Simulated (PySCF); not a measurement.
C4H13NSi, SMILES CC(C)(C)[SiH2]N, GFN2-xTB optimised geometry.

```
19

C     -0.02    -1.16    -1.25
C      0.47    -0.43     0.00
C      2.00    -0.43     0.00
C     -0.02    -1.18     1.24
Si    -0.16     1.38     0.00
N     -1.88     1.32    -0.10
H     -1.11    -1.17    -1.28
H      0.33    -2.19    -1.25
H      0.34    -0.68    -2.15
H      2.39     0.08     0.88
H      2.38    -1.45    -0.01
H      2.38     0.09    -0.88
H      0.30    -0.67     2.15
H     -1.10    -1.25     1.25
H      0.39    -2.19     1.26
H      0.38     2.06     1.19
H      0.26     2.09    -1.21
H     -2.39     0.72     0.53
H     -2.38     2.19    -0.20
```

Density from PySCF with B3LYP/def2-SVP at that geometry.

Minimum of the electron density along straight lines between bonded atoms, close to the bond critical point (lines longer than 1.1 times the sum of covalent radii, or with two minima, are not listed):

```
bond     length / Å  ρ at the minimum / e bohr⁻³  ∇²ρ there / e bohr⁻⁵  position (fraction from the first atom)
-------  ----------  ---------------------------  --------------------  ---------------------------------------
C1–C2         1.528                        0.243                 -0.54                                     0.50
C2–C3         1.528                        0.243                 -0.54                                     0.50
C2–C4         1.529                        0.242                 -0.54                                     0.49
C2–Si5        1.914                        0.114                  0.29                                     0.62
Si5–N6        1.724                        0.122                  0.75                                     0.40
C1–H7         1.087                        0.278                 -1.03                                     0.63
C1–H8         1.091                        0.275                 -0.99                                     0.62
C1–H9         1.088                        0.277                 -1.01                                     0.62
C3–H10        1.088                        0.277                 -1.01                                     0.62
C3–H11        1.091                        0.275                 -0.99                                     0.62
C3–H12        1.088                        0.277                 -1.01                                     0.62
C4–H13        1.089                        0.277                 -1.01                                     0.62
C4–H14        1.088                        0.276                 -1.00                                     0.62
C4–H15        1.091                        0.275                 -1.00                                     0.62
Si5–H16       1.475                        0.115                  0.32                                     0.49
Si5–H17       1.464                        0.117                  0.34                                     0.49
N6–H18        1.007                        0.332                 -1.52                                     0.76
N6–H19        1.007                        0.332                 -1.52                                     0.76
```
